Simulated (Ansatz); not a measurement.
Program: Ansatz. Geometries: PBE0-D4/def2-TZVP. ΔE: electronic, gas phase. CCSD(T)/CBS adds triple-zeta CCSD(T) − MP2 to the extrapolated MP2 energy (def2 sets, frozen cores). Each species was taken in one conformer, which may not be the lowest.

`P[SiH]1CC1` + `BCN[SiH3]` → `BC[SiH]1CC1` + `[SiH3]NP`  (redistribution)

```
      species  HF/def2-SVP energy (Eh)
 `P[SiH]1CC1`               -709.18274
  `BCN[SiH3]`               -410.39619
`BC[SiH]1CC1`               -432.20569
   `[SiH3]NP`               -687.38569
```

(1) Work out ΔE.

Largest T1 diagnostic among the species: 0.012.

Answers

(1) ΔE = (-432.20569) + (-687.38569) − (-709.18274) − (-410.39619) = -0.01245 Eh = -32.7 kJ/mol. CCSD(T)/CBS gives -60.4 kJ/mol.

From BLYP to BHLYP (50 % exact exchange), in def2-TZVPP and without D4, ΔE moves by −3.8 kJ/mol. The D4 term adds −4.9 kJ/mol with B3LYP and −2.5 kJ/mol with PBE0; it sums over pairs of atoms, weighted by their polarisabilities, and B3LYP, whose exchange is more repulsive, gets the larger term. In def2-TZVPP, CCSD(T) changes the Hartree–Fock value by −11.2 kJ/mol (the triples alone add −2.3 kJ/mol) and MP2 by −17.5 kJ/mol.

B3LYP here is the variant with VWN-RPA as its local correlation; programs differ in this.
